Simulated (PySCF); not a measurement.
## How methods differ on the excitation energy of S⁺

S⁺ [Ne] 3s2 3p3 (4S) → S⁺ [Ne] 3s2 3p2 3d1 (high-spin determinant), as a difference of total energies. All numbers are calculated (PySCF 2.14, scalar relativity by spin-free X2C-1e, in aug-cc-pCVTZ-DK (8s7p5d3f, 75 functions)). Correlated levels: valence: [Ne] frozen; valence and next inner shell: 1s2 frozen; nothing frozen. The calculations carry no spin-orbit coupling.

| method | excitation energy (eV) |
| --- | --- |
| UHF | 14.574 |
| LDA | 13.576 |
| PBE | 13.510 |
| PBE0 | 13.866 |
| BLYP | 13.400 |
| HSE06 | 13.845 |
| r2SCAN0 | 14.265 |
| MN15 | 13.955 |
| SCS-MP2 (valence) | 14.274 |
| MP2 (valence and next inner shell) | 14.323 |
| SCS-MP2 (valence and next inner shell) | 14.283 |
| MP2 (all electrons) | 14.325 |

Task: Estimate what SCS-MP2 (all electrons) gives.

Result: 14.284 eV, closest to SCS-MP2 (valence and next inner shell) among the rows shown.

Task: Estimate what MP2 (valence) gives.

Result: 14.319 eV, closest to MP2 (valence and next inner shell) among the rows shown.

A first-order spin-orbit estimate (lowest level to lowest level, LS coupling) adds -0.039 eV.

The promoted electron is Rydberg-like, and one or two diffuse shells describe it only roughly, which tends to raise the upper state.

The determinant of the upper state mixes LS terms, which raises its energy above the lowest term, most at the Hartree-Fock and MP2 levels.
